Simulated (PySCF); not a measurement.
**A small calculation by hand: chemical shift, span and skew from a shielding tensor**

CH₇NOSi₂, SMILES N1[SiH2]O[SiH2]C1. Atoms are numbered in the order given.

```xyz
12

C      1.2906    -0.8822    -0.1710
N      1.3143     0.5340     0.2186
Si    -0.1883     1.2932     0.6470
O     -1.2565     0.1717    -0.0037
Si    -0.5310    -1.1881    -0.6756
H      1.9675    -1.0704    -1.0247
H      1.6041    -1.5651     0.6450
H      2.2326     0.9211     0.4188
H     -0.3357     2.6381     0.0296
H     -0.4709     1.4275     2.1045
H     -0.7183    -1.2085    -2.1508
H     -1.1012    -2.4324    -0.0971
```
Charge 0, spin multiplicity 1.

The structure is a stationary point at TPSSh-D3(BJ)/def2-SVP. The structure was generated by enumeration, and PubChem lists no compound with its InChIKey, so it may never have been made. One conformer was computed; it need not be the lowest.

GIAO shieldings from PBE/pcSseg-1 run with PySCF, non-relativistic, no solvent. The symmetric part of the tensor of C1 has the principal values 125.3, 139.3, 184.9 ppm. The same nucleus in TMS has σ = 182.0 ppm at this level (PySCF, at its B3LYP-D3(BJ)/def2-TZVP geometry).

Question: Work out the isotropic shielding, the ¹³C shift against TMS, the span and the skew.

Answer: 
σ(iso) = (σ11 + σ22 + σ33)/3 = 149.8 ppm. δ = σ(ref) − σ(iso) = 182.0 − (149.8) = 32.2 ppm.
Span Ω = σ33 − σ11 = 59.6 ppm. Skew κ = 3(σ(iso) − σ22)/Ω = 0.53. Tumbling in solution averages the tensor to δ; in a static solid the shielding alone would spread this spin-1/2 line over Ω.
